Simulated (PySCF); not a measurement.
GaP (SMILES [P]=[Ga]), triplet, geometry from GFN2-xTB (such geometries of metal compounds can be far from the true shape).

Here is a job for PySCF.
```python
from pyscf import gto, scf, dft

mol = gto.Mole()
mol.atom = '''
    Ga   -0.00000000   -0.00000000   -0.74669457
    P     0.00000000    0.00000000    1.54316877
'''
mol.basis = '6-31g**'
mol.spin = 2
mol.verbose = 4
mol.build()

mf = dft.UKS(mol)
mf.xc = 'revpbe'
mf.kernel()
mf.analyze()
```

### Question
What HOMO energy does REVPBE/6-31G** in PySCF give?

### Answer
-4.72 eV

### Question
Predict the number of basis functions from REVPBE/6-31G**.

### Answer
50

### Question
What is the computed nuclear repulsion energy (REVPBE/6-31G**)?

### Answer
107.4594 Eh

### Question
What total energy does REVPBE/6-31G** give?

### Answer
-2265.6482 Eh

### Question
Estimate the dipole moment that REVPBE/6-31G** returns for this input.

### Answer
1.96 D

### Question
What is the computed <S^2> (REVPBE/6-31G**)?

### Answer
2.007

These values belong to the state on which the SCF converged, which isn't shown to be the lowest.
